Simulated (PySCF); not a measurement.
## Assignment exercise: C6H9NOSi

Bonds: C1-C2, C2-O3, C2-C4, C4-N5, C4-C6, C6-C7, C7-C8, C8-Si9. C1 carries H10, H11, H12; N5 carries H13; C6 carries H14, H15; Si9 carries H16, H17, H18.

[PySCF 2.14.0 with density-fitted response routines: GIAO PBE0/pcSseg-1 shieldings; GFN2-xTB structure; no solvent; one averaged value for each set of equivalent atoms; non-relativistic; single conformer]

Scale: 13C (σ = 186.93 ppm), 1H (σ = 31.72 ppm) against TMS (reference shieldings calculated alike).

Task: Assign these signals to the numbered atoms. 13C{1H} NMR (computed): δ 195.8, 169.3, 114.1, 86.4, 31.5, 29.7.

Result: 
| δ (ppm) | atoms | environment | reason |
| --- | --- | --- | --- |
| 195.8 | C2 | carbon bonded to 2 C, O | – |
| 169.3 | C4 | carbon bonded to 2 C, N | – |
| 114.1 | C7 | carbon bonded to 2 C | – |
| 86.4 | C8 | carbon bonded to C, Si | – |
| 31.5 | C6 | carbon bonded to 2 C, 2 H | – |
| 29.7 | C1 | carbon bonded to C, 3 H | – |

C6 and C1 lie closer than the usual error of such a calculation, so a measured spectrum could show them in the other order.

Task: Assign these signals to the numbered atoms. 1H NMR (300 MHz, computed): δ 12.61 (br s, 1H), 4.24 (s, 3H), 3.75 (s, 2H), 2.75 (s, 3H).

Result: 
```tsv
δ (ppm)	atoms	environment	reason
12.61	H13	hydrogen on a nitrogen bonded to C	–
4.24	H16/H17/H18	hydrogen on a silicon bonded to C	–
3.75	H14/H15	hydrogen on a carbon bonded to 2 C	–
2.75	H10/H11/H12	hydrogen on a carbon bonded to C	–
```

Exchangeable OH/NH protons stand at their gas-phase positions; hydrogen bonding in a real sample shifts them, mostly to higher δ. Shifts are as computed. Against solution values, carbons near 30 ppm lie about +3 ppm off and those near 130 ppm about +5 ppm. Of 1211 compounds with measured shifts, 218 miss one by over three times the rms of a fit or turn the order of signals round; such compounds aren't used in these exercises. No couplings were computed; multiplicities are counted from neighbouring protons, with m where these are inequivalent, close in shift, in a saturated or five-membered ring or joined by F or P, and br s for small geminal =CH2 splittings.
